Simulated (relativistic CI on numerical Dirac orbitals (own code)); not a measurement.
# Tl XXIII: q coefficients and field-shift factors

These numbers are calculated, not measured: Dirac-Coulomb-Breit CI, separate exchange-only KLI orbitals for each configuration, derivatives by finite differences, unscaled Slater integrals, QED left out (own radial code, finite nucleus).

Configuration list (outside the closed core [Ar] 3d10 4s2): 4p6 4d10 4f13, 4p6 4d10 4f12 5s, 4p6 4d10 4f11 5s2, 4p6 4d10 4f12 5p, 4p6 4d10 4f11 5s 5p, 4p6 4d10 4f12 5f, 4p5 4d10 4f14, 4p6 4d9 4f13 5s. Levels of other configurations are missing.

With x = (α/α₀)² − 1 an excitation energy changes as ω = ω₀ + qx; K = 2q/ω₀ is the relative enhancement. Terms are leading LS components, so labels can repeat. The field-shift factor is F = δν/δ⟨r²⟩ for the transition from the lowest level.

Lowest level 4p6 4d10 4f13 2F°_7/2.

| Level | ω₀ (cm⁻¹) | q (cm⁻¹) | K | F (GHz/fm²) |
| --- | --- | --- | --- | --- |
| 4p6 4d10 4f13 2F°_5/2 | 37603 | 34590 | 1.84 | 2.43 |
| 4p6 4d10 4f12 5s 4H_13/2 | 344588 | -563100 | -3.27 | 1030 |
| 4p6 4d10 4f12 5s 4H_11/2 | 354528 | -558800 | -3.15 | 1030 |
| 4p6 4d10 4f12 5s 4F_9/2 | 358250 | -564000 | -3.15 | 1030 |
| 4p6 4d10 4f12 5s 2G_7/2 | 364311 | -561100 | -3.08 | 1030 |
| 4p6 4d10 4f12 5s 4H_9/2 | 383832 | -527900 | -2.75 | 1030 |
| 4p6 4d10 4f12 5s 2H_11/2 | 385880 | -529100 | -2.74 | 1030 |
| 4p6 4d10 4f12 5s 4F_3/2 | 389298 | -551600 | -2.83 | 1030 |
| 4p6 4d10 4f12 5s 4F_5/2 | 390049 | -550500 | -2.82 | 1030 |
| 4p6 4d10 4f12 5s 4F_7/2 | 393225 | -527500 | -2.68 | 1030 |
| 4p6 4d10 4f12 5s 2G_9/2 | 397762 | -527300 | -2.65 | 1030 |
| 4p6 4d10 4f12 5s 2F_7/2 | 402417 | -525500 | -2.61 | 1030 |
| 4p6 4d10 4f12 5s 2F_5/2 | 403236 | -534300 | -2.65 | 1030 |

At this charge transitions that keep the count of f electrons are usually good to a few per cent. Terms inside the open d or f shell come out 10 to 20 % too wide with unscaled integrals. Levels that differ in their count of f electrons can be misplaced by several ten thousand cm⁻¹, since the correlation energy of f electrons is missing or only estimated; rates across such gaps can be off by orders of magnitude.
